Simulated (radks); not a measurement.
Q: Nb, configuration [Kr] 4d4 5s1. All-electron calculation, scalar-relativistic Kohn-Sham, PBE, spin-unpolarised, spherical densities, finite nucleus; Fermi nuclear charge, rms radius 4.324 fm. Program: a radial shooting solver on a logarithmic mesh with Libxc functionals. Some entries of the table are withheld. Estimate them.

orbital,occ.,eigenvalue (Ry),<r^2> (bohr^2)
1s,2,-1382.365,0.001757
2s,2,-193.3592,0.02944
2p,6,-172.6541,0.02318
3s,2,-32.26170,0.2251
3p,6,-25.49247,(1)
3d,10,-14.42717,0.2261
4s,2,-4.29176,(2)
4p,6,-2.53727,1.952
5s,1,(3),16.01
4d,4,-0.22347,6.277

A: 
(1) 3p <r^2> (bohr^2): 0.2314
(2) 4s <r^2> (bohr^2): 1.525
(3) 5s eigenvalue (Ry): -0.29267
